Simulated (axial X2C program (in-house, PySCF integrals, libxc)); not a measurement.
**Which molecule has these constants?**

All values come from calculations with an axial X2C code built on PySCF integrals, spin-free (one-electron X2C) or two-component (2c: spin–orbit coupling with atomic mean-field Coulomb and Gaunt terms, which also bring small scalar terms), in Dyall basis sets with cores contracted in-house; open shells are unrestricted.

A two-component PBE0 calculation in a Dyall 3-zeta basis gave Re = 1.716 Å, ωe = 774.3 cm⁻¹, De = 3.85 eV, Ω = 3/2.

Question: Which molecule is it?
A. SeO⁻
B. SO⁻
C. TeO⁻

Answer: A. The others have SO⁻ 1.576 Å and 934.5 cm⁻¹ (Ω = 3/2); TeO⁻ 1.885 Å and 702.1 cm⁻¹ (Ω = 3/2).

Each entry is the lowest single determinant of a limited PBE0 search at one distance. De goes to single-determinant-based atoms at the same level (for ions the charge split of lowest energy) and is withheld (n/a) where an atom does not fit its ground term or J level. Main or longest-lived isotopes. Some light 2c atoms are not at their ground J level, so De misses part of their lowering (0.04 eV or less). The functionals have no current term, which raises determinants with orbital currents.
